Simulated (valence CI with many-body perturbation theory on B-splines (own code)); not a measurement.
## Ir XLVI: key properties

Computed by relativistic CI+MBPT: four valence electrons over a frozen Dirac-Fock core [Ar] 3d10, radial functions for each j: 11 s, 11 p, 9 d, 7 f, 5 g, 2 h, 1 i, with the one-electron correlation potential Σ1, the two-electron term Σ2, the three-electron term Σ3, Breit, model QED; selected CI, second order for the rest (own B-spline code, finite nucleus).

No measured spectrum was set against this ion. As an estimate, large intervals hold to a few tenths of a per cent, small ones and those within an open d or f shell to about a per cent.

Levels are named by their leading jj configuration (3d3/2^4 stands for four electrons in 3d with j = 3/2), which in mixed levels can hold well under half, so a name can repeat and another be missing.

Rates and lifetimes use the calculated energies. Strong lines usually hold to 10 to 20 %, long lifetimes can be off by a factor of two.

(1) What is the ground level?

(2) What are the static dipole polarisabilities of the lowest levels?

(3) Where does the other parity begin?

(4) Name the longest-lived excited levels whose lifetime is computed, and their main decay.

(5) What is the ionisation energy?

## Answers

(1) (4s^2 4p1/2^2) J=0, composition 70 % 4s2 4p2 3P + 30 % 4s2 4p2 1S.

(2) (4s^2 4p1/2^2) J=0 0.0240 bohr³, of which the core gives 0.00171.

(3) At (4s 4p1/2^2 4p3/2) J=2, 16.032 Ry.

(4) (4s^2 4p1/2 4p3/2) J=2 at 8.729 Ry lives 2.87 μs, mostly by E2 to (4s^2 4p1/2^2) J=0; (4s^2 4p3/2 4d5/2) J=4 at 31.143 Ry lives 122 ns, mostly by M1 to (4s^2 4p1/2 4d5/2) J=3; (4s^2 4p1/2 4p3/2) J=1 at 8.395 Ry lives 104 ns, mostly by M1 to (4s^2 4p1/2^2) J=0.

(5) 2437.1 eV; NIST lists 2435 ± 4 eV (theoretical).
